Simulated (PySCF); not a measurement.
[Ta(Cl)4(OH)] (charge 0, multiplicity 1)

All values below come from TPSSh-D3(BJ)/def2-TZVP // BP86-D3(BJ)/def2-SVP (PySCF).

```json
{
  "HOMO": "-8.16 eV",
  "dipole_moment": "3.44 D",
  "HOMO–LUMO gap": "4.82 eV",
  "LUMO": "-3.34 eV",
  "charge on the central atom (Mulliken)": "1.31 e",
  "total_energy": "-1974.1174 Ha",
  "cost": "roughly 10 core-minutes"
}
```

```xyz
7

Ta    -0.0464    -0.0332    -0.0089
Cl     0.4679    -1.7426     1.4676
Cl    -2.1377     0.0546    -1.0036
Cl     0.7122    -1.3714    -1.7917
Cl     1.5565     1.5514    -0.5404
O     -0.6615     1.0353     1.4139
H     -0.9973     1.5812     2.1424
```
Charge 0, spin multiplicity 1.
